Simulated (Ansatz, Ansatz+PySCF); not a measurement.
```xyz
5

Zr   -0.0028   -0.0096   -0.0007
F     1.0928    1.1005    1.1018
F     1.0888   -1.1024   -1.0957
F    -1.1021    1.0885   -1.0920
F    -1.0921   -1.0994    1.0859
```

Basis set: def2-SVP (spherical functions, with the set's core potentials past Kr). Correlated methods keep 4 orbitals frozen. Charge 0, multiplicity 1.

Computed with Ansatz (development build ahead of 0.2.0); each method stands on the lowest determinant of its kind that the runs found. Restricted open shells among the atoms or ions are ROHF, correlated in semicanonical orbitals with singles.

The atomization energy at this shape (free ground-state atoms in the same class of orbitals less the molecule, no zero-point energy) of singlet ZrF₄:

```csv
method,atomization energy
RHF-CCSD(T),26.08 eV
RHF-CCSD,25.72 eV
RHF-MP2,27.36 eV
RHF,20.39 eV
UHF,19.88 eV
```

Problem. What does UHF-MP2 give?

Solution. 27.41 eV. Caution: other spin multiplicities were not run.
